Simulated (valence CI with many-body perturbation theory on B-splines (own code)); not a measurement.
## E1 transitions of Dy32+

Computed by relativistic CI+MBPT: six valence electrons over a frozen Dirac-Fock core [Ar] 3d10, radial functions for each j: 9 s, 9 p, 8 d, 6 f, 3 g, 1 h, with the one-electron correlation potential Σ1, the two-electron term Σ2, the three-electron term Σ3, Breit, model QED; selected CI, second order for the rest, scaled by the run's own slope (own B-spline code, finite nucleus).

No measured spectrum was set against this ion. As an estimate, large intervals hold to a few tenths of a per cent, small ones and those within an open d or f shell to about a per cent. Among the levels kept, up to 640 cm⁻¹ of a level comes from second order outside the variational space, and about a tenth of that is noise between levels of different J, which matters for small intervals.

Lines 1 to 50 of 90 in falling wavelength, among levels below 208.67 eV, chosen from the strongest by gf and those to the six lowest levels. Wavelengths and rates use the calculated energies. Electric multipoles are in the length gauge, E1 and E2 with the static RPA response of the core. Weak lines are less certain than strong ones. Lines between different terms over intervals too small for the method are left out, as are lines whose strength nearly cancels. The highest levels of a list are the least certain.

Levels are named by their leading jj configuration (3d3/2^4 stands for four electrons in 3d with j = 3/2), which in mixed levels can hold well under half, so a name can repeat and another be missing. Letters in brackets count levels of one name in rising energy.

```csv
λ vac (Å),Upper,Lower,A (s⁻¹),log gf,Branch %
602.4,(4s^2 4p1/2^2 4p3/2 4d3/2) J=1,(4s^2 4p3/2^4) J=0,8.59e+05,-3.85,0.0
339.6,(4s 4p1/2^2 4p3/2^3) J=1,(4s^2 4p3/2^4) J=0,2.31e+07,-2.92,0.0
255.5,(4s^2 4p1/2^2 4p3/2 4d5/2) J=1,(4s^2 4p3/2^4) J=0,1.20e+07,-3.45,0.0
189.8,(4s^2 4p1/2 4p3/2^2 4d3/2) J=1 [a],(4s^2 4p3/2^4) J=0,3.59e+08,-2.24,2.7
175.7,(4s^2 4p1/2^2 4p3/2 4d3/2) J=2 [a],(4s^2 4p1/2 4p3/2^3) J=2,2.00e+09,-1.33,30.5
171.5,(4s^2 4p1/2^2 4p3/2 4d3/2) J=1,(4s^2 4p1/2 4p3/2^3) J=2,2.14e+09,-1.55,66.9
166.6,(4s^2 4p1/2^2 4p3/2 4d3/2) J=2 [a],(4s^2 4p1/2 4p3/2^3) J=1,2.47e+09,-1.29,37.6
166.4,(4s^2 4p1/2 4p3/2^2 4d5/2) J=1 [a],(4s^2 4p3/2^4) J=0,2.69e+09,-1.48,4.8
166.3,(4s^2 4p1/2^2 4p3/2 4d3/2) J=2 [b],(4s^2 4p1/2 4p3/2^3) J=2,1.67e+09,-1.46,7.5
164.7,(4s^2 4p1/2^2 4p3/2 4d3/2) J=3,(4s^2 4p1/2 4p3/2^3) J=2,1.39e+07,-3.40,8.2
162.8,(4s^2 4p1/2^2 4p3/2 4d3/2) J=1,(4s^2 4p1/2 4p3/2^3) J=1,4.71e+08,-2.25,14.7
158.1,(4s^2 4p1/2^2 4p3/2 4d3/2) J=2 [b],(4s^2 4p1/2 4p3/2^3) J=1,2.44e+09,-1.34,10.9
157.8,(4s^2 4p1/2^2 4p3/2 4d3/2) J=0,(4s^2 4p1/2 4p3/2^3) J=1,1.03e+08,-3.41,100.0
146.7,(4s^2 4p1/2 4p3/2^2 4d3/2) J=1 [b],(4s^2 4p3/2^4) J=0,9.54e+08,-2.03,0.1
140.5,(4s 4p1/2^2 4p3/2^3) J=1,(4s^2 4p1/2 4p3/2^3) J=2,1.10e+10,-1.01,5.5
135.8,(4s^2 4p1/2 4p3/2^2 4d3/2) J=1 [c],(4s^2 4p3/2^4) J=0,8.03e+08,-2.18,0.1
135.5,(4s^2 4p1/2^2 4p3/2 4d5/2) J=2,(4s^2 4p1/2 4p3/2^3) J=2,2.66e+09,-1.44,1.4
134.7,(4s 4p1/2^2 4p3/2^3) J=1,(4s^2 4p1/2 4p3/2^3) J=1,4.12e+09,-1.47,2.0
130.7,(4s^2 4p1/2^2 4p3/2 4d5/2) J=3,(4s^2 4p1/2 4p3/2^3) J=2,1.94e+06,-4.46,0.0
130.0,(4s^2 4p1/2^2 4p3/2 4d5/2) J=2,(4s^2 4p1/2 4p3/2^3) J=1,3.87e+09,-1.31,2.1
128.6,(4s^2 4p1/2 4p3/2^2 4d3/2) J=1 [d],(4s^2 4p3/2^4) J=0,2.63e+09,-1.71,0.4
123.7,(4s^2 4p1/2^2 4p3/2 4d5/2) J=1,(4s^2 4p1/2 4p3/2^3) J=2,2.90e+09,-1.70,1.4
122.7,(4s^2 4p1/2 4p3/2^2 4d5/2) J=1 [b],(4s^2 4p3/2^4) J=0,5.19e+09,-1.45,0.7
119.1,(4s^2 4p1/2^2 4p3/2 4d5/2) J=1,(4s^2 4p1/2 4p3/2^3) J=1,1.71e+09,-1.96,0.8
105.9,(4s^2 4p1/2 4p3/2^2 4d3/2) J=1 [a],(4s^2 4p1/2 4p3/2^3) J=2,5.22e+06,-4.58,0.0
105.5,(4s^2 4p1/2^2 4p3/2 4d3/2) J=1,(4s^2 4p1/2^2 4p3/2^2) J=0,4.52e+07,-3.65,1.4
105.2,(4s^2 4p1/2 4p3/2^2 4d3/2) J=2 [a],(4s^2 4p1/2 4p3/2^3) J=2,7.81e+08,-2.19,12.9
103.6,(4s^2 4p1/2 4p3/2^2 4d3/2) J=0,(4s^2 4p1/2 4p3/2^3) J=1,1.78e+09,-2.54,100.0
102.7,(4s^2 4p1/2 4p3/2^2 4d3/2) J=3 [a],(4s^2 4p1/2 4p3/2^3) J=2,2.10e+08,-2.63,2.8
102.6,(4s^2 4p1/2 4p3/2^2 4d3/2) J=1 [a],(4s^2 4p1/2 4p3/2^3) J=1,1.07e+08,-3.30,0.8
101.9,(4s^2 4p1/2 4p3/2^2 4d3/2) J=2 [a],(4s^2 4p1/2 4p3/2^3) J=1,3.54e+06,-4.56,0.1
100.7,(4s^2 4p1/2^2 4p3/2 4d3/2) J=2 [a],(4s^2 4p1/2^2 4p3/2^2) J=2,2.09e+09,-1.80,31.8
99.35,(4s^2 4p1/2^2 4p3/2 4d3/2) J=1,(4s^2 4p1/2^2 4p3/2^2) J=2,5.41e+08,-2.62,16.9
98.22,(4s^2 4p1/2 4p3/2^2 4d5/2) J=1 [a],(4s^2 4p1/2 4p3/2^3) J=2,2.35e+10,-0.99,42.4
97.57,(4s^2 4p1/2^2 4p3/2 4d3/2) J=2 [b],(4s^2 4p1/2^2 4p3/2^2) J=2,1.83e+10,-0.88,81.7
97.35,(4s 4p1/2 4p3/2^4) J=0,(4s^2 4p1/2 4p3/2^3) J=1,3.81e+10,-1.27,100.0
97.04,(4s^2 4p1/2^2 4p3/2 4d3/2) J=3,(4s^2 4p1/2^2 4p3/2^2) J=2,1.57e+08,-2.81,91.8
96.78,(4s^2 4p1/2 4p3/2^2 4d5/2) J=3 [a],(4s^2 4p1/2 4p3/2^3) J=2,2.95e+08,-2.54,2.3
96.19,(4s^2 4p1/2 4p3/2^2 4d3/2) J=2 [b],(4s^2 4p1/2 4p3/2^3) J=2,1.93e+08,-2.87,0.4
95.31,(4s^2 4p1/2 4p3/2^2 4d5/2) J=1 [a],(4s^2 4p1/2 4p3/2^3) J=1,1.54e+09,-2.20,2.8
93.40,(4s^2 4p1/2 4p3/2^2 4d3/2) J=2 [b],(4s^2 4p1/2 4p3/2^3) J=1,4.37e+08,-2.54,0.9
92.91,(4s 4p1/2^2 4p3/2^3) J=1,(4s^2 4p1/2^2 4p3/2^2) J=0,1.02e+10,-1.40,5.0
91.02,(4s^2 4p1/2 4p3/2^2 4d3/2) J=1 [b],(4s^2 4p1/2 4p3/2^3) J=2,8.54e+09,-1.50,1.0
90.48,(4s^2 4p1/2 4p3/2^2 4d3/2) J=2 [c],(4s^2 4p1/2 4p3/2^3) J=2,2.05e+09,-1.90,0.2
89.83,(4s^2 4p1/2 4p3/2^2 4d3/2) J=3 [b],(4s^2 4p1/2 4p3/2^3) J=2,4.16e+09,-1.45,0.4
88.52,(4s^2 4p1/2 4p3/2^2 4d3/2) J=1 [b],(4s^2 4p1/2 4p3/2^3) J=1,1.04e+10,-1.43,1.2
88.11,(4s 4p1/2^2 4p3/2^3) J=1,(4s^2 4p1/2^2 4p3/2^2) J=2,1.77e+11,-0.21,87.5
88.01,(4s^2 4p1/2 4p3/2^2 4d3/2) J=2 [c],(4s^2 4p1/2 4p3/2^3) J=1,1.58e+10,-1.04,1.7
87.65,(4s^2 4p1/2 4p3/2^2 4d5/2) J=2 [a],(4s^2 4p1/2 4p3/2^3) J=2,1.11e+09,-2.19,11.6
86.69,(4s^2 4p1/2 4p3/2^2 4d3/2) J=1 [c],(4s^2 4p1/2 4p3/2^3) J=2,1.37e+08,-3.33,0.0
```

Q: How does gf follow from A for the line at 164.7 Å?

A: gf = 1.4992 × (2J+1)_upper × A / σ², with σ = 607100 cm⁻¹ and 2J+1 = 7: gf = 0.000397.
